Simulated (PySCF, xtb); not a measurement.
Cl2Sn, SMILES [Cl][Sn][Cl] (connectivity only; charge and spin as stated), charge -1, multiplicity 2.

Harmonic wavenumbers (cm⁻¹) from GFN2-xTB in xtb 6.7.1 at its own minimum, in rising order: 76, 225, 264.

### Question
What does PBE-D3(BJ)/def2-SVPD (PySCF) give at its own minimum? (The exact figures need the calculation; the answer reports its results.)

### Answer
80, 239, 258. Paired by order, the mean absolute difference is 8 cm⁻¹ and the zero-point energies are 0.8 and 0.8 kcal/mol.
